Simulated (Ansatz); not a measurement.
Reaction (redistribution): `[OH][Ti]([OH])([OH])[Cl]` + `[NH2][Cd][F]` → `[OH][Ti]([OH])([OH])[F]` + `[NH2][Cd][Cl]`

Computed with Ansatz on PBE0-D4/def2-TZVP structures; ΔE is electronic, products minus reactants. CCSD(T)/CBS adds triple-zeta CCSD(T) − MP2 to the extrapolated MP2 energy (def2 sets, frozen cores). Functionals use def2-TZVPP. HSE06 is defined as in plane-wave codes. Elements past krypton have def2 core potentials. For Cd, Ti outer-core shells are correlated without core-valence functions, which leaves a few kJ/mol of doubt a bond. Scalar relativity is left out up to krypton. One conformer a species, not always the lowest.

Is it downhill or uphill in electronic energy at CCSD(T)/CBS, and by how much? (Estimate.)

Ansatz gave: Downhill: ΔE = -0.97 eV.

What do these levels give: BLYP-D4, r2SCAN-D4, r2SCAN0-D4, HSE06-D4, CAM-B3LYP-D4, B2PLYP, PBE, r2SCANh, LC-ωPBE, MP2/def2-SVP, SCS-MP2/def2-QZVPP, MP2/CBS(def2)? (Best estimate.)

The calculation gave: BLYP-D4 -0.89, r2SCAN-D4 -0.97, r2SCAN0-D4 -1.04, HSE06-D4 -1.01, CAM-B3LYP-D4 -1.03, B2PLYP -0.97, PBE -0.95, r2SCANh -1.01, LC-ωPBE -1.06, MP2/def2-SVP -1.11, SCS-MP2/def2-QZVPP -0.97, MP2/CBS(def2) -0.94 eV.

Largest T1 diagnostic among the species: 0.024, so the coupled-cluster value is less sure than usual.

In def2-TZVPP, CCSD(T) changes the Hartree–Fock value by +0.21 eV (the triples alone add +0.06 eV) and MP2 by +0.24 eV. Leaving LDA and LC-ωPBE aside and taking each functional with its dispersion term where it has one, the values, not all of them listed here, spread over 0.17 eV, from BHLYP-D4 to BLYP-D4. LDA lies −0.04 eV from PBE without D4. From BLYP to BHLYP (50 % exact exchange), in def2-TZVPP and without D4, ΔE moves by −0.16 eV.
